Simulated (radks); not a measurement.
Problem. The table gives one normalised radial function P(r) = r R(r) (large component) of Os14+ in [Kr] 4d10 4f14 5s2 (r in bohr). All-electron calculation, Dirac Kohn-Sham, PBE, spin-unpolarised, spherical densities, finite nucleus; Fermi nuclear charge, rms radius 5.4126 fm. Program: a radial shooting solver on a logarithmic mesh with Libxc functionals.

r            P
0.0009887   0.0182
0.001287    0.0241
0.001676    0.0322
0.002183    0.0434
0.002865    0.0598
0.003731    0.0823
0.004858    0.1140
0.006326    0.1583
0.008237    0.2189
0.01081     0.3021
0.01408     0.4039
0.01833     0.5210
0.02387     0.6351
0.03108     0.7086
0.0408      0.6788
0.05312     0.4764
0.06917     0.0662
0.09007    -0.4836
0.1182     -0.9520
0.154      -0.9634
0.2005     -0.3286
0.261       0.7313
0.3399      1.5897
0.4461      1.7132
0.5809      1.1875
0.7564      0.5492
0.985       0.1620
1.283       0.0276
1.684       0.0022
2.192       0.0001
2.854       0.0000

Which n and l does it have? It may be an empty orbital.

Solution. n = 4, l = 1: the number of nodes gives n - l - 1 = 2, the rise at small r points to l (for j = l - 1/2 the large component starts outside the nucleus as r^gamma with gamma = sqrt(l^2 - (Z/c)^2) = 0.83 and the r^(l+1) term takes over further out; the orbital of l - 1 with the same j starts with the same power, but with a larger coefficient, and does not steepen), and the extent must fit the shell. The curve is that of 4p1/2; the two j differ most near the nucleus, where j = l - 1/2 has the larger amplitude, and in heavy atoms j = l - 1/2 is also the more compact. 4p1/2: eigenvalue -795.14 eV, 2 radial nodes at r = 0.0716, 0.219 bohr, <r> = 0.435 bohr, 90 % of the charge inside 0.632 bohr.
